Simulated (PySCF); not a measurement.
# Solvent effects on NMR parameters

Atom-mapped SMILES (the numbers label the heavy atoms): `[F:1][C:2]([F:3])=[C:4]([F:5])[C@H:6]1[CH2:7][CH2:8][O:9][BH:10][O:11]1`; H(Xn) means a hydrogen on atom n. Ha(C7), Ha(C8) are cis to C4 on the ring; Hb(C7), Hb(C8) are trans to C4 on the ring.

GIAO PBE0/pcSseg-1 in PySCF on one PBE0-D3(BJ)/def2-SVP conformer, non-relativistic, equivalent nuclei averaged. Solvents enter as an IEF-PCM continuum (chloroform with ε = 4.7, acetone with ε = 20.5) around the gas-phase geometry. Shifts are referred to CFCl3, TMS, BF3·OEt2 computed in the same medium.

In chloroform, δ in ppm: F1 -99.1, F3 -117.8, F5 -188.1, C2 163.5, C4 139.0, C6 70.7, C8 63.4, C7 34.9, B10 24.4, H(C6) 4.67, Hb(C8) 4.18, Ha(C8) 4.15, H(B10) 4.09, Hb(C7) 2.06. Dipole moment 3.38 D.

**Question.** How does each δ change in the more polar medium?

**Answer.** 
| atoms | environment | Δδ, acetone |
| --- | --- | --- |
| F1 | vinylic fluorine | -0.3 |
| F3 | vinylic fluorine | -0.4 |
| F5 | vinylic fluorine | +0.6 |
| C2 | fully substituted alkene carbon | +0.2 |
| C4 | fully substituted alkene carbon | +0.6 |
| C6 | allylic sp3 CH bonded to O | +0.3 |
| C8 | sp3 CH2 bonded to O | +0.4 |
| C7 | sp3 CH2 in a ring | +0.1 |
| B10 | boron bonded to 2 O, H, in a 6-membered ring | 0.0 |
| H(C6) | hydrogen on an allylic sp3 CH bonded to O | +0.08 |
| Hb(C8) | hydrogen on an sp3 CH2 bonded to O | +0.06 |
| Ha(C8) | hydrogen on an sp3 CH2 bonded to O | +0.03 |
| H(B10) | hydrogen on a boron bonded to 2 O, in a 6-membered ring | -0.04 |
| Hb(C7) | hydrogen on an sp3 CH2 in a ring | +0.08 |

Changes are relative to chloroform. The dipole moment becomes 3.61 D in acetone.

**Question.** Which nuclei move most (in ppm), and what does the model miss?

**Answer.** F5 (vinylic fluorine, +0.6 ppm) and C4 (fully substituted alkene carbon, +0.6 ppm) in acetone. A continuum only polarises the solute; specific hydrogen bonds, the anisotropy of aromatic solvents and changes of geometry or conformer are outside it.
